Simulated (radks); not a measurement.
Results of a calculation; reference values are marked as such.
Initial-state core-level shifts of neutral calcium when its valence configuration changes from [Ar] 4s2. Code: a radial shooting solver on a logarithmic mesh with Libxc functionals. Model: Dirac Kohn-Sham, BLYP, spin-unpolarised, spherical densities, finite nucleus; open shells fill j = l - 1/2 first; Fermi nuclear charge, rms radius 3.4776 fm. Shifts are changes of the shell-averaged eigenvalues in eV (positive: less bound); the change of the density at the nucleus, which sets a Mossbauer isomer shift, is in e/bohr^3, on a base of 6168.

valence	1s	2s	2p	3s	density at nucleus
4s1.5 4p0.5	-0.718	-0.717	-0.716	-0.700	-0.9591
4s1 4p1	-1.390	-1.389	-1.387	-1.355	-2.0351
3d1 4s1	+2.053	+2.560	+2.512	+2.263	-3.0303
3d0.5 4s1.5	+1.392	+1.695	+1.667	+1.491	-1.7309
